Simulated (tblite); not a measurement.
Species: C₂H₁₃B₃N₂.
Atom-mapped SMILES: `[CH3:1][B:2]([CH3:3])[NH+:4]1[BH2-:5][NH2+:6][BH2-:7]1` (hydrogens: H8, H9, H10 on C1; H11, H12, H13 on C3; H14 on N4; H15, H16 on B5; H17, H18 on N6; H19, H20 on B7)

Computed with GFN2-xTB (tblite), gas phase: Langevin dynamics at 300 K from the optimised GFN2-xTB geometry, time step 0.5 fs, friction 0.01 fs⁻¹, 2000 steps. The instantaneous temperature is 2·E(kin)/(3Nk) with all 3N coordinates.

| t (fs) | T (K) | E(pot) above start (eV) | C1–B2 (Å) | B2–C3 (Å) | B2–N4 (Å) | N4–B5 (Å) | B5–N6 (Å) | C1–H8 (Å) | C1–B2–N4–B5 (°) |
| --- | --- | --- | --- | --- | --- | --- | --- | --- | --- |
| 0 | 246 | 0.000 | 1.578 | 1.586 | 1.445 | 1.617 | 1.581 | 1.090 | -48 |
| 25 | 207 | 0.441 | 1.589 | 1.601 | 1.480 | 1.624 | 1.618 | 1.099 | -51 |
| 50 | 214 | 0.487 | 1.533 | 1.568 | 1.495 | 1.621 | 1.541 | 1.112 | -42 |
| 75 | 205 | 0.601 | 1.570 | 1.626 | 1.468 | 1.566 | 1.590 | 1.089 | -41 |
| 100 | 271 | 0.662 | 1.591 | 1.563 | 1.471 | 1.667 | 1.617 | 1.076 | -39 |
| 125 | 348 | 0.545 | 1.605 | 1.591 | 1.456 | 1.635 | 1.586 | 1.111 | -49 |
| 150 | 435 | 0.557 | 1.624 | 1.633 | 1.456 | 1.587 | 1.623 | 1.072 | -57 |
| 175 | 284 | 0.688 | 1.535 | 1.566 | 1.465 | 1.670 | 1.614 | 1.056 | -51 |
| 200 | 356 | 0.607 | 1.605 | 1.579 | 1.472 | 1.536 | 1.560 | 1.102 | -68 |
| 225 | 299 | 0.831 | 1.587 | 1.565 | 1.478 | 1.645 | 1.586 | 1.087 | -57 |
| 250 | 381 | 0.960 | 1.531 | 1.613 | 1.418 | 1.699 | 1.573 | 1.050 | -43 |
| 275 | 468 | 0.780 | 1.586 | 1.686 | 1.457 | 1.624 | 1.566 | 1.093 | -54 |
| 300 | 292 | 1.208 | 1.570 | 1.566 | 1.493 | 1.652 | 1.580 | 1.097 | -71 |
| 325 | 429 | 0.820 | 1.618 | 1.592 | 1.474 | 1.576 | 1.539 | 1.045 | -57 |
| 350 | 314 | 0.892 | 1.577 | 1.522 | 1.476 | 1.695 | 1.617 | 1.097 | -43 |
| 375 | 304 | 0.705 | 1.604 | 1.553 | 1.496 | 1.546 | 1.608 | 1.140 | -48 |
| 400 | 402 | 0.712 | 1.580 | 1.600 | 1.411 | 1.701 | 1.558 | 1.068 | -63 |
| 425 | 266 | 0.969 | 1.594 | 1.634 | 1.443 | 1.577 | 1.672 | 1.081 | -46 |
| 450 | 434 | 0.607 | 1.576 | 1.627 | 1.462 | 1.631 | 1.527 | 1.114 | -50 |
| 475 | 301 | 0.756 | 1.603 | 1.588 | 1.470 | 1.577 | 1.654 | 1.096 | -72 |
| 500 | 342 | 0.537 | 1.544 | 1.534 | 1.453 | 1.714 | 1.535 | 1.067 | -66 |
| 525 | 257 | 0.722 | 1.621 | 1.626 | 1.432 | 1.625 | 1.573 | 1.075 | -71 |
| 550 | 357 | 0.776 | 1.568 | 1.557 | 1.407 | 1.687 | 1.606 | 1.078 | -77 |
| 575 | 375 | 0.673 | 1.606 | 1.588 | 1.419 | 1.612 | 1.572 | 1.080 | -68 |
| 600 | 366 | 0.792 | 1.635 | 1.638 | 1.407 | 1.603 | 1.570 | 1.075 | -66 |
| 625 | 330 | 0.877 | 1.567 | 1.564 | 1.414 | 1.726 | 1.618 | 1.119 | -62 |
| 650 | 340 | 0.735 | 1.627 | 1.609 | 1.433 | 1.547 | 1.587 | 1.081 | -55 |
| 675 | 367 | 0.661 | 1.577 | 1.560 | 1.425 | 1.686 | 1.554 | 1.067 | -55 |
| 700 | 294 | 0.677 | 1.560 | 1.553 | 1.463 | 1.611 | 1.623 | 1.130 | -50 |
| 725 | 325 | 0.727 | 1.563 | 1.656 | 1.467 | 1.632 | 1.553 | 1.126 | -67 |
| 750 | 374 | 0.615 | 1.532 | 1.636 | 1.433 | 1.624 | 1.642 | 1.062 | -73 |
| 775 | 337 | 0.764 | 1.607 | 1.573 | 1.462 | 1.691 | 1.531 | 1.060 | -57 |
| 800 | 397 | 0.604 | 1.619 | 1.603 | 1.450 | 1.591 | 1.585 | 1.118 | -72 |
| 825 | 317 | 0.609 | 1.582 | 1.640 | 1.417 | 1.689 | 1.636 | 1.097 | -61 |
| 850 | 314 | 0.532 | 1.584 | 1.590 | 1.443 | 1.634 | 1.555 | 1.061 | -40 |
| 875 | 294 | 0.729 | 1.637 | 1.597 | 1.478 | 1.563 | 1.604 | 1.098 | -49 |
| 900 | 286 | 0.848 | 1.555 | 1.529 | 1.441 | 1.687 | 1.584 | 1.102 | -44 |
| 925 | 386 | 0.459 | 1.582 | 1.590 | 1.504 | 1.620 | 1.611 | 1.087 | -37 |
| 950 | 312 | 0.776 | 1.502 | 1.623 | 1.498 | 1.575 | 1.569 | 1.092 | -37 |
| 975 | 370 | 0.547 | 1.577 | 1.585 | 1.492 | 1.610 | 1.571 | 1.089 | -40 |
| 1000 | 325 | 0.676 | 1.556 | 1.550 | 1.450 | 1.580 | 1.582 | 1.073 | -32 |

Problem. From 500 fs on, how do temperature and potential energy compare with equipartition?

Solution. The mean temperature of these 21 frames is 336 K against the target 300 K, and the mean potential energy 0.68 eV against 54 × kT/2 = 0.70 eV for 54 classical harmonic modes. For 20 atoms in a canonical ensemble the temperature itself scatters by T·√(2/(3N)) = 55 K; here its standard deviation is 36 K. The whole run lasts only 10 friction times of 100 fs, so these averages carry a wide statistical error.

Problem. What are the kinetic and total energies of the listed frame with the highest potential energy?

Solution. The one at 300 fs, 1.208 eV above the start. Its kinetic energy is 3NkT/2 = 0.755 eV at 292 K, so the sum is 1.96 eV; over the listed frames the sum runs from 0.64 to 1.99 eV, since the thermostat adds and removes energy.

Problem. How much do the listed bonds fluctuate from 500 fs on?

Solution. 
```json
{"bond": "C1–B2", "at the start (Å)": "1.578", "mean (Å)": "1.581", "standard deviation (Å)": "0.035"}
{"bond": "B2–C3", "at the start (Å)": "1.586", "mean (Å)": "1.591", "standard deviation (Å)": "0.036"}
{"bond": "B2–N4", "at the start (Å)": "1.445", "mean (Å)": "1.447", "standard deviation (Å)": "0.028"}
{"bond": "N4–B5", "at the start (Å)": "1.617", "mean (Å)": "1.634", "standard deviation (Å)": "0.050"}
{"bond": "B5–N6", "at the start (Å)": "1.581", "mean (Å)": "1.584", "standard deviation (Å)": "0.030"}
{"bond": "C1–H8", "at the start (Å)": "1.090", "mean (Å)": "1.087", "standard deviation (Å)": "0.021"}
```

The motion is classical and holds no zero-point motion.

The cost below is that of the whole dynamics run. Hardware: one thread, Arm Neoverse V1 (aarch64), no GPU, shared host. Cost: 12 s of wall time, 0.18 GiB resident at most.
